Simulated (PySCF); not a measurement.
Match the calculated data to a structure.

All candidates are C5H5ClO.

- NMR, other nuclei: isotropic shieldings of nuclei other than C and H, by class: -255 (1 O), 515 (1 Cl) ppm [GIAO PBE0/pcSseg-1]
- Rotational structure: rotational constants A, B, C: 4.121, 1.605, 1.155 GHz [GFN2-xTB]
- 1H NMR: chemical shifts (computed TMS as zero) by class: 7.30 (1 H), 7.05 (1 H), 6.53 (1 H), 6.53 (1 H), 5.85 (1 H) ppm [GIAO PBE0/pcSseg-1]
- 13C NMR: chemical shifts (computed TMS as zero) by class: 174.4 (1 C), 150.9 (1 C), 144.4 (1 C), 139.0 (1 C), 131.5 (1 C) ppm [GIAO PBE0/pcSseg-1]
- Polarisability: 79.3 au [CAM-B3LYP/def2-SVPD]
- Dipole: 3.19 D [CAM-B3LYP/def2-SVPD]
- UV, strongest line: among the 8 lowest singlet transitions: S5 at 6.53 eV (190 nm, f = 0.366) [TDDFT CAM-B3LYP/def2-SVPD]

Gas-phase values; electronic properties from PySCF, density fitting. Levels stand in brackets. Isolated species at its GFN2-xTB geometry (one conformer only). GFN2-xTB frequencies show an imaginary mode (44i cm⁻¹), so this geometry is no minimum at that level. Each NMR value is the plain mean over a class of atoms that symmetry, rotation or inversion makes alike.

**Question.** Which candidate is it?
A. `C=CC(=C)C(=O)Cl`
B. `Cc1occc1Cl`
C. `ClC1=COC=CC1`

**Answer.** A. It is `C=CC(=C)C(=O)Cl`. Numbering: `[CH2:1]=[CH:2][C:3](=[CH2:4])[C:5](=[O:6])[Cl:7]`. Its formula, C5H5ClO, gives 3 degrees of unsaturation: 0 rings and 3 π bonds in the structure found. 5 carbons fall into 5 classes; from least to most shielded: acyl halide carbon [C5] (174.4 ppm), terminal =CH2 carbon [C4] (150.9 ppm), fully substituted alkene carbon [C3] (144.4 ppm), alkene CH carbon [C2] (139.0 ppm), terminal =CH2 carbon [C1] (131.5 ppm). Hydrogen classes from least to most shielded: 1 H on a terminal =CH2 carbon, C4 (7.30 ppm), 1 H on a terminal =CH2 carbon, C1 (7.05 ppm), 1 H on a terminal =CH2 carbon, C4 (6.53 ppm), 1 H on an alkene CH carbon, C2 (6.53 ppm), 1 H on a terminal =CH2 carbon, C1 (5.85 ppm). The other shieldings belong to: -255 ppm, carbonyl oxygen [O6]; 515 ppm, chlorine bonded to C [Cl7]. The optimised geometry has point group Cs and is an asymmetric top.

The others, at the same levels:
- `ClC1=COC=CC1` fails: its computed strongest line among the 8 lowest singlet transitions is S7 at 7.30 eV (170 nm, f = 0.279) (against S5 at 6.53 eV), static isotropic polarisability is 72.1 au (against 79.3 au) and rotational constant A is 5.285 GHz (against 4.121 GHz).
- `Cc1occc1Cl` fails: its computed 13C shifts are 153.7 (1 C), 144.0 (1 C), 125.0 (1 C), 119.7 (1 C), 13.5 (1 C) ppm, 1H shifts are 7.33 (1 H), 6.56 (1 H), 2.44 (3 H) ppm and rotational constant A is 3.597 GHz (against 4.121 GHz).

Each candidate is one conformer, not necessarily the lowest. The conformers computed, where there is a choice (atom-mapped SMILES and torsion angles):
- `[CH2:1]=[CH:2][C:3](=[CH2:4])[C:5](=[O:6])[Cl:7]`: C1–C2–C3–C4 180°, C2–C3–C5–O6 0°
